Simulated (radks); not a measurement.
Results of a calculation; reference values are marked as such.
Mean orbital radii <r> (bohr) of the niobium ion Nb+, [Kr] 4d4, at several levels of relativity; Dirac values are averaged over j with weights 2j + 1. Spin-unpolarised spherical Kohn-Sham, LDA (Slater exchange, Perdew-Wang correlation), point nucleus unless stated (finite: rms radius 4.324 fm), a radial shooting solver on a logarithmic mesh with Libxc functionals. A level marked "c x" has the speed of light scaled by that factor and shares open shells by 2j + 1; other Dirac levels either fill j = l - 1/2 first or share by 2j + 1.

[
 {"shell": "1s", "non-rel.": "0.03724", "scalar-rel., finite nucleus": "0.03613", "Dirac, c x 1.25": "0.03654", "Dirac, c x 100": "0.03724", "change of magnitude, last against first (%)": "0.00"},
 {"shell": "2s", "non-rel.": "0.1631", "scalar-rel., finite nucleus": "0.1582", "Dirac, c x 1.25": "0.1598", "Dirac, c x 100": "0.1631", "change of magnitude, last against first (%)": "0.00"},
 {"shell": "2p", "non-rel.": "0.1398", "scalar-rel., finite nucleus": "0.1378", "Dirac, c x 1.25": "0.1385", "Dirac, c x 100": "0.1398", "change of magnitude, last against first (%)": "0.00"},
 {"shell": "3s", "non-rel.": "0.4559", "scalar-rel., finite nucleus": "0.4441", "Dirac, c x 1.25": "0.4483", "Dirac, c x 100": "0.4559", "change of magnitude, last against first (%)": "0.00"},
 {"shell": "3p", "non-rel.": "0.4515", "scalar-rel., finite nucleus": "0.4465", "Dirac, c x 1.25": "0.4482", "Dirac, c x 100": "0.4515", "change of magnitude, last against first (%)": "0.00"},
 {"shell": "3d", "non-rel.": "0.4324", "scalar-rel., finite nucleus": "0.4333", "Dirac, c x 1.25": "0.4330", "Dirac, c x 100": "0.4324", "change of magnitude, last against first (%)": "0.00"},
 {"shell": "4s", "non-rel.": "1.187", "scalar-rel., finite nucleus": "1.158", "Dirac, c x 1.25": "1.169", "Dirac, c x 100": "1.187", "change of magnitude, last against first (%)": "0.00"},
 {"shell": "4p", "non-rel.": "1.314", "scalar-rel., finite nucleus": "1.303", "Dirac, c x 1.25": "1.307", "Dirac, c x 100": "1.314", "change of magnitude, last against first (%)": "0.00"},
 {"shell": "4d", "non-rel.": "2.035", "scalar-rel., finite nucleus": "2.062", "Dirac, c x 1.25": "2.053", "Dirac, c x 100": "2.035", "change of magnitude, last against first (%)": "0.00"}
]
